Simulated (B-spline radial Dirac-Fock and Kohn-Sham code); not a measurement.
# Ionisation energies of europium ions, computed and tabulated

These are calculated numbers from a radial B-spline solver; the model is Dirac-Fock energy differences between relaxed states, corrected for Breit and QED terms. Each value is the difference of the configuration-average energies of two neighbouring ions in their tabulated ground configurations. Correlation energy is missing from these numbers. NIST's values refer to the lowest levels; many for high charge states are themselves semi-empirical or theoretical. Where a p, d or f shell is open in either ion the computed value averages over both j values and all terms, while the table refers to the lowest levels; that difference holds spin-orbit splitting (largest in heavy or highly charged ions), term energies where several electrons share open shells, and correlation, and it can reach 10 % or more.

```
  ion      configuration  computed (eV)    NIST (eV)            kind  NIST − computed (eV)
Eu¹³⁺  [Kr] 4d10 4f2 5s2          256.5     263 ± 14     theoretical                 +6.46
Eu¹⁴⁺  [Kr] 4d10 4f2 5s1          277.4     281 ± 14     theoretical                 +3.55
Eu¹⁵⁺      [Kr] 4d10 4f2          308.1     311 ± 16     theoretical                 +2.87
Eu¹⁶⁺      [Kr] 4d10 4f1          342.3  344.4 ± 0.5  semi-empirical                 +2.14
Eu¹⁷⁺          [Kr] 4d10          520.9      518 ± 3     theoretical                 -2.89
Eu¹⁸⁺           [Kr] 4d9          557.4      553 ± 3     theoretical                 -4.44
Eu¹⁹⁺           [Kr] 4d8          594.7      590 ± 4     theoretical                 -4.68
Eu²⁰⁺           [Kr] 4d7          632.6      630 ± 4     theoretical                 -2.58
Eu²¹⁺           [Kr] 4d6          671.1      667 ± 4     theoretical                 -4.15
Eu²²⁺           [Kr] 4d5          710.4      709 ± 4     theoretical                 -1.38
Eu²³⁺           [Kr] 4d4          750.3      755 ± 4     theoretical                 +4.74
Eu²⁴⁺           [Kr] 4d3          790.8      795 ± 4     theoretical                 +4.21
Eu²⁵⁺           [Kr] 4d2          832.0      838 ± 4     theoretical                 +6.03
Eu²⁶⁺           [Kr] 4d1          873.8      879 ± 4     theoretical                 +5.20
Eu²⁷⁺  [Ar] 3d10 4s2 4p6         1049.9     1037 ± 4     theoretical                -12.88
Eu²⁸⁺  [Ar] 3d10 4s2 4p5         1092.7     1078 ± 4     theoretical                -14.72
Eu²⁹⁺  [Ar] 3d10 4s2 4p4         1136.0     1124 ± 4     theoretical                -12.03
Eu³⁰⁺  [Ar] 3d10 4s2 4p3         1179.8     1167 ± 4     theoretical                -12.82
Eu³¹⁺  [Ar] 3d10 4s2 4p2         1224.1     1249 ± 4     theoretical                +24.93
```

Question: Where in this range is the largest relative jump, and why?

Answer: From Eu¹⁶⁺ (342.3 eV) to Eu¹⁷⁺ (520.9 eV), a factor of 1.52. The configuration goes from [Kr] 4d10 4f1 to [Kr] 4d10, so the next electron comes out of a deeper subshell.
